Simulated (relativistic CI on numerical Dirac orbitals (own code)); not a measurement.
L2,3 absorption of copper in several valence states

Computed multiplet spectra 2p⁶3dⁿ → 2p⁵3dⁿ⁺¹ (Dirac-Coulomb-Breit ions, Slater integrals scaled by 0.7, an assumed crystal field that grows with the charge, no charge transfer; 300 K; Lorentzian 0.4 eV and Gaussian 0.3 eV FWHM at both edges, so that L2 comes out sharper than in experiment). Peaks over 5 % are given in eV from the highest peak in the L3 region of each spectrum (height, largest 100). S of the lowest state is read from ⟨S²⟩, and the branching ratio is the share of L3, cut at the minimum between the edges.

Field parameters in Wybourne normalisation: Oh B⁴₀ = 21Dq, B⁴₄ = √(5/14) B⁴₀. The field is a parameter set, without covalency.

- Cu2+ (d9, Oh, 10Dq = 17750 cm⁻¹): S = 0.50, branching ratio 0.72; peaks 0.0 (100), 20.2 (39)
- Cu3+ (d8, Oh, 10Dq = 22950 cm⁻¹): S = 1.00, branching ratio 0.73; peaks 0.0 (100), 2.1 (19), 20.3 (24), 21.4 (23)
- Cu4+ (d7, Oh, 10Dq = 28100 cm⁻¹): S = 0.54, low spin, branching ratio 0.71; peaks -1.8 (59), 0.0 (100), 1.3 (93), 5.5 (7), 17.9 (11), 18.7 (36), 20.7 (60), 22.5 (14)

The centroid of the whole edge, which also moves with the branching ratio, lies at 938.1 (Cu2+), 941.6 (Cu3+), 944.8 (Cu4+) eV in this ionic model, in steps of 3.2 to 3.5 eV. Compounds show about 1 to 2 eV a unit and lower energies for the high valences, since ligands screen the charge. The multiplet shape follows the d count and the spin state, and so serves as a fingerprint of valence.
